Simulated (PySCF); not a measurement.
F2Si, neutral, multiplicity 1.

```xyz
3

Si     0.0000     0.0000     0.5780
F      0.0000     1.2383    -0.4496
F      0.0000    -1.2383    -0.4496
```

The structure is a stationary point at TPSSh-D3(BJ)/def2-TZVP. The isomer is the one that the SMILES or the coordinates give; other isomers of the formula were not compared.

Method: PySCF with HF/pcSseg-2. Non-relativistic, no solvent.

Give the absolute GIAO shielding of each atom: isotropic value and principal components (ppm). (Estimate from the structure and the level; the computed values follow.)


```
atom  σ(iso)    σ11    σ22    σ33   span
----  ------  -----  -----  -----  -----
Si1    387.2  192.6  370.0  599.1  406.5
F2     204.4  -32.8  231.5  414.7  447.5
F3     204.4  -32.8  231.5  414.7  447.5
```
